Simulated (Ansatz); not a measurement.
Born–Oppenheimer molecular dynamics of BCl₂FH₂O (7 atoms, charge 0, multiplicity 1). It starts at the highest image of a converged band, a first-order saddle point between two minima.

Computed with RKS PBE0-D4/def2-SVPD (Ansatz).

```json
{
 "ensemble": "NVE (velocity Verlet)",
 "time step": "0.5 fs",
 "steps asked": "200",
 "starting velocities drawn for": "100 K",
 "seed": "7917"
}
```

First frame:

```xyz
7
Properties=species:S:1:pos:R:3
B 0.061 -0.345 -0.097
F 0.019 0.109 1.495
Cl 1.565 0.274 -0.808
Cl -1.493 0.101 -0.863
O 0.117 -1.733 0.415
H -0.656 -2.254 0.169
H 0.028 -1.006 1.464
```

Problem. How far do the bonds stretch over the last three quarters of this one trajectory? (Pairs bonded in most of those frames.)

Solution. 
```csv
bond,mean (Å),spread (Å),shortest,longest
B1–F2,1.346,0.088,1.21,1.48
B1–Cl3,1.773,0.045,1.69,1.86
B1–Cl4,1.783,0.051,1.68,1.87
O5–H6,0.966,0.032,0.91,1.02
O5–H7,0.969,0.038,0.91,1.05
```

Mean temperature of the second half: 799 K. The conserved energy stayed within 0.42 meV per atom of its start (net change 0.3 meV per atom), so the integration is sound. The kinetic energy rose, since the run started high on the potential surface and went downhill. It ends in pieces (BCl2F + H2O), so much of that is their flight and rotation, not heat. A run of 0.1 ps of so small a system gives no equilibrium averages. The orbitals stay closed-shell, which can raise the energy where a bond breaks towards radicals; this wasn't checked here.

Run time: 6.9 min on 4 threads of Arm Neoverse V1, on a shared host, peak memory 0.38 GiB.
